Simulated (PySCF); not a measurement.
C₃H₆BN₃, SMILES CNB1N=CC=N1.

Coordinates come from a B3LYP-D3(BJ)/def2-SVP optimisation. This is a generated structure with no PubChem entry under its InChIKey; it may be hypothetical. One conformer was computed; it need not be the lowest.

The numbers are results of PBE0/def2-TZVP in PySCF, not measurements.

Gas-phase values at a fixed geometry.

Task: Estimate the frontier levels, gap, dipole moment and polarisability. (An estimate is asked for; the answer gives what the named calculation found.)

Result: 
- highest occupied level = -7.51 eV
- lowest empty level = -2.42 eV
- orbital gap = 5.08 eV
- dipole moment = 0.133 e·Å
- quadrupole, principal values (traceless, Buckingham form, about the centre of nuclear charge) = -12.04, -4.43, 16.48 D·Å
- mean static polarisability = 69.7 bohr³ (10.32 Å³)
- polarisability, principal values = 43.8, 61.9, 103.3 bohr³
